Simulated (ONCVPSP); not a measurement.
## What one change does to a pseudopotential (lutetium, ONCV)

* Element: Lu (Z = 71)
* Generator: ONCVPSP 4.0.1
* Type: optimised norm-conserving Vanderbilt (ONCV)
* Functional: PBE
* Relativity: scalar-relativistic
* Frozen core: [Xe]
* Valence charge: 17
* Reference configuration: 4f14 5d1 6s2
* Partial waves: 6s: rc 2.95 bohr, ncon 4, nbas 8, qcut 1.9 1/bohr, 2 projectors, debl 1.9 Ha; p scattering state at 0.05 Ha: rc 2.90 bohr, ncon 4, nbas 7, qcut 3.1 1/bohr, 2 projectors, debl 4 Ha; 5d: rc 2.55 bohr, ncon 5, nbas 9, qcut 6.9 1/bohr, 2 projectors, debl 3 Ha; 4f: rc 1.10 bohr, ncon 4, nbas 9, qcut 12.9 1/bohr, 2 projectors, debl 3 Ha
* Local potential: polynomial inside 1.05 bohr (lpopt 5, dvloc0 0 Ha)
* Core correction: polynomial model core, fcfact 0.25

All-electron outer shells of the reference configuration (PBE, scalar-relativistic, ld1.x):

| shell | level (eV) | outermost node (bohr) | outermost maximum (bohr) |
| --- | --- | --- | --- |
| 5p | -31.66 | 0.61 | 1.19 |
| 4f | -9.62 | – | 0.47 |
| 6s | -4.66 | 1.41 | 3.08 |
| 5d | -1.75 | 0.68 | 1.84 |

Change: core correction polynomial model core, fcfact 0.2.

Cutoffs: the cutoffs (Ha) at which the residual kinetic energy of the hardest occupied pseudo-wave falls to 1 and 0.1 mHa per electron; they do not see the model core or the augmentation charge, which bear on the density cutoff. Errors are all-electron minus pseudo energies relative to the spin-unpolarised reference configuration.

Question: What does the change do?

Answer: The potential gets neither clearly harder nor softer (149 Ha and 290 Ha → 149 Ha and 290 Ha); both files keep a bound ghost (p, s); of the 3 tests that both files solve, the error grows in 0 and shrinks in 2 by more than 15 % and 0.3 meV (median size 17.8 → 9.9 meV). A model core, the more so a compact one, raises the density cutoff, which this test does not measure.

```tsv
quantity	base	changed
cutoff, loose	149 Ha	149 Ha
cutoff, tight	290 Ha	290 Ha
bound ghosts	s, p	s, p
GHOST(+) flags under 300 eV	s at 38.6 eV, p at 126.7 eV	s at 38.6 eV, p at 126.7 eV
tests with a reliable result	3 of 4	3 of 4
error for 4f14 5d1 6s1, meV [ΔE 7.37 eV]	-3.4	-2.6
error for 4f14 5d1 6s0, meV [ΔE 20.65 eV]	-18	-9.9
error for 4f14 5d0 6s2, meV [ΔE 5.26 eV]	-27	-24
s: phases at 3.00 bohr within 0.05 rad from the reference energy up to (Ha; the scan ends near 5)	1.4	1.4
p: phases at 2.95 bohr within 0.05 rad from the reference energy up to (Ha; the scan ends near 5)	1.2	1.2
d: phases at 2.59 bohr within 0.05 rad from the reference energy up to (Ha; the scan ends near 5)	to the end of the scan	to the end of the scan
f: phases at 1.12 bohr within 0.05 rad from the reference energy up to (Ha; the scan ends near 5)	to the end of the scan	to the end of the scan
rms error of d²Exc/dni dnj with the model core, mHa	6.47	6.56
```

 A true bound ghost makes a file unfit for plane-wave use even where its test errors are small: the radial tests pick states by their node count and pass the ghost by.
